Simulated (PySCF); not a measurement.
## Excitation energy of Se by level of theory

Se [Ar] 3d10 4s2 4p4 (3P) → Se [Ar] 3d10 4s1 4p5 (3P), as a difference of total energies. All numbers are calculated (PySCF 2.14, the spin-free X2C one-electron Hamiltonian (Gaussian nucleus), in x2c-TZVPPall with one added diffuse shell each of s, p, d type (7s6p5d1f, 57 functions)). Correlated levels: valence: [Ar] 3d10 frozen. The calculations carry no spin-orbit coupling.

| method | excitation energy (eV) |
| --- | --- |
| UHF | 11.729 |
| MP2 (valence) | 10.860 |
| SCS-MP2 (valence) | 10.752 |
| CCSD (valence) | 9.769 |
| CCSD(T) (valence) | 9.128 |

**Question.** How much does correlation contribute at CCSD(T) (valence)?

**Answer.** 9.128 − (11.729) = -2.601 eV, measured against UHF.

A first-order spin-orbit estimate (lowest level to lowest level, LS coupling) adds -0.013 eV.

The upper state lies above the first ionisation limit, where it may autoionise and the basis confines it.

The coupled-cluster amplitudes are large for the upper state (T1 above 0.03 or a double amplitude above 0.15), so a single reference is strained.
